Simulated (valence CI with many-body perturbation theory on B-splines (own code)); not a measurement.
# Ho18+: E2, M1 decay

Level of theory: relativistic CI+MBPT: three valence electrons over a frozen Dirac-Fock core [Kr] 4d10, radial functions for each j: 8 s, 8 p, 9 d, 9 f, 6 g, 3 h, 2 i, with the one-electron correlation potential Σ1, the two-electron term Σ2, the three-electron term Σ3, Breit, model QED; selected CI, second order for the rest (own B-spline code, finite nucleus).

No measured spectrum was set against this ion. As an estimate, terms of the open shell hold to a few per cent of their energy, and close levels can change places. Core correlation moves these levels by up to 40000 cm⁻¹, and in measured spectra 5 to 20 % of such shifts remained as error; rates that hang on mixing are uncertain with them.

Lines 51 to 100 of 120 in falling wavelength, among levels below 339740 cm⁻¹, chosen from the decays that carry over 1 % of a level's rate. Wavelengths and rates use the calculated energies, so an error of 2000 cm⁻¹ moves a line at 572.1 nm by 11 % and its rate by three times that or more. Electric multipoles are in the length gauge, E1 and E2 with the static RPA response of the core. Weak lines are less certain than strong ones. Lines between different terms over intervals too small for the method are left out, as are lines whose strength nearly cancels. Where a level lies close to another of its J and parity, the split of strength between their lines is uncertain.

Names give the largest LS component (configuration and term), which can be under half, so a name can repeat, a term be missing and a line seem to break the LS rules; names also repeat where a configuration has a term twice. Letters in brackets count levels of one name in rising energy.

| λ vac (nm) | Upper | Lower | Type | A (s⁻¹) | Branch % |
| --- | --- | --- | --- | --- | --- |
| 572.1 | 4f³ ²G°_9/2 [a] | 4f³ ⁴F°_9/2 | M1 | 4.37e+01 | 52.3 |
| 565.0 | 4f³ ²D°_3/2 [b] | 4f³ ²D°_3/2 [a] | M1 | 5.67e+01 | 46.1 |
| 546.2 | 4f³ ²L°_15/2 | 4f³ ²K°_15/2 | M1 | 2.53e+01 | 37.8 |
| 526.6 | 4f³ ²D°_3/2 [a] | 4f³ ⁴F°_5/2 | M1 | 2.61e+01 | 29.9 |
| 521.3 | 4f³ ⁴D°_1/2 | 4f³ ²D°_3/2 [a] | M1 | 4.74e+00 | 27.7 |
| 512.3 | 4f³ ⁴G°_7/2 [b] | 4f³ ²H°_9/2 [a] | M1 | 3.87e-01 | 1.1 |
| 496.4 | 4f³ ²I°_13/2 | 4f³ ²K°_15/2 | M1 | 2.03e+00 | 5.6 |
| 495.4 | 4f³ ²H°_9/2 [a] | 4f³ ⁴I°_11/2 | M1 | 1.55e+01 | 25.7 |
| 480.5 | 4f³ ²P°_1/2 | 4f³ ⁴S°_3/2 | M1 | 2.29e+01 | 61.0 |
| 473.4 | 4f³ ²I°_11/2 | 4f³ ²K°_13/2 | M1 | 2.81e+00 | 7.7 |
| 460.8 | 4f³ ⁴G°_9/2 | 4f³ ²H°_9/2 [a] | M1 | 1.37e+01 | 33.6 |
| 447.0 | 4f³ ²L°_17/2 | 4f³ ²K°_15/2 | M1 | 2.40e+01 | 88.6 |
| 438.3 | 4f³ ⁴D°_5/2 | 4f³ ⁴G°_7/2 [a] | M1 | 8.58e-01 | 2.2 |
| 435.4 | 4f³ ²G°_9/2 [a] | 4f³ ⁴F°_7/2 | M1 | 7.89e+00 | 9.4 |
| 414.7 | 4f³ ²D°_3/2 [a] | 4f³ ⁴F°_3/2 | M1 | 1.93e+01 | 22.0 |
| 414.3 | 4f³ ²D°_5/2 | 4f³ ⁴F°_7/2 | M1 | 3.04e+01 | 56.2 |
| 412.7 | 4f³ ⁴D°_7/2 | 4f³ ⁴G°_9/2 | M1 | 1.31e+00 | 6.1 |
| 412.1 | 4f³ ²D°_5/2 | 4f³ ⁴S°_3/2 | M1 | 4.44e+00 | 8.2 |
| 401.2 | 4f³ ²I°_11/2 | 4f³ ²H°_11/2 [a] | M1 | 1.32e+01 | 36.0 |
| 400.5 | 4f³ ⁴D°_5/2 | 4f³ ⁴G°_5/2 | M1 | 8.66e+00 | 21.8 |
| 394.9 | 4f³ ²L°_15/2 | 4f³ ²K°_13/2 | M1 | 3.48e+01 | 51.9 |
| 394.3 | 4f³ ⁴D°_3/2 | 4f³ ⁴G°_5/2 | M1 | 1.30e+00 | 10.1 |
| 393.4 | 4f³ ²H°_11/2 [a] | 4f³ ⁴I°_13/2 | M1 | 2.38e+01 | 40.5 |
| 378.7 | 4f³ ⁴D°_7/2 | 4f³ ⁴G°_7/2 [b] | M1 | 1.68e+00 | 7.8 |
| 368.2 | 4f³ ²I°_13/2 | 4f³ ²K°_13/2 | M1 | 1.35e+01 | 37.2 |
| 367.9 | 4f³ ²D°_5/2 | 4f³ ⁴F°_5/2 | M1 | 7.19e+00 | 13.3 |
| 353.6 | 4f³ ²H°_9/2 [a] | 4f³ ⁴I°_9/2 | M1 | 4.49e+01 | 74.3 |
| 349.1 | 4f³ ²G°_9/2 [a] | 4f³ ²H°_9/2 [a] | M1 | 2.50e+00 | 3.0 |
| 347.2 | 4f³ ²K°_15/2 | 4f³ ⁴I°_15/2 | M1 | 4.15e+01 | 51.1 |
| 346.6 | 4f³ ²P°_1/2 | 4f³ ⁴F°_3/2 | M1 | 1.38e+01 | 36.6 |
| 342.3 | 4f³ ²K°_13/2 | 4f³ ⁴I°_13/2 | M1 | 1.78e+01 | 27.7 |
| 329.0 | 4f³ ⁴D°_5/2 | 4f³ ⁴F°_7/2 | M1 | 6.44e+00 | 16.2 |
| 327.7 | 4f³ ⁴D°_5/2 | 4f³ ⁴S°_3/2 | M1 | 3.10e+00 | 7.8 |
| 323.5 | 4f³ ⁴D°_3/2 | 4f³ ⁴S°_3/2 | M1 | 7.53e+00 | 58.4 |
| 323.1 | 4f³ ²I°_13/2 | 4f³ ²H°_11/2 [a] | M1 | 3.42e+00 | 9.4 |
| 319.0 | 4f³ ⁴F°_9/2 | 4f³ ⁴I°_11/2 | M1 | 9.71e+00 | 24.6 |
| 309.6 | 4f³ ²D°_5/2 | 4f³ ⁴F°_3/2 | M1 | 4.47e+00 | 8.3 |
| 301.1 | 4f³ ²H°_11/2 [a] | 4f³ ⁴I°_11/2 | M1 | 1.57e+01 | 26.8 |
| 299.1 | 4f³ ⁴D°_5/2 | 4f³ ⁴F°_5/2 | M1 | 8.92e-01 | 2.2 |
| 296.1 | 4f³ ²D°_3/2 [b] | 4f³ ⁴S°_3/2 | M1 | 9.39e+00 | 7.6 |
| 295.6 | 4f³ ⁴D°_3/2 | 4f³ ⁴F°_5/2 | M1 | 4.95e-01 | 3.8 |
| 294.5 | 4f³ ⁴F°_7/2 | 4f³ ⁴I°_9/2 | M1 | 1.55e+00 | 41.1 |
| 287.6 | 4f³ ⁴D°_7/2 | 4f³ ⁴F°_9/2 | M1 | 7.40e-01 | 3.5 |
| 283.6 | 4f³ ⁴D°_1/2 | 4f³ ⁴S°_3/2 | M1 | 3.97e+00 | 23.2 |
| 276.0 | 4f³ ²K°_15/2 | 4f³ ⁴I°_13/2 | M1 | 3.60e+01 | 44.4 |
| 272.6 | 4f³ ²D°_3/2 [b] | 4f³ ⁴F°_5/2 | M1 | 3.00e+01 | 24.4 |
| 270.2 | 4f³ ²K°_13/2 | 4f³ ⁴I°_11/2 | M1 | 4.66e+01 | 72.3 |
| 263.5 | 4f³ ²I°_11/2 | 4f³ ²H°_9/2 [a] | M1 | 5.85e+00 | 16.0 |
| 259.4 | 4f³ ⁴D°_5/2 | 4f³ ⁴F°_3/2 | M1 | 8.21e+00 | 20.6 |
| 253.9 | 4f³ ⁴G°_5/2 | 4f³ ⁴I°_9/2 | E2 | 3.39e-01 | 19.3 |
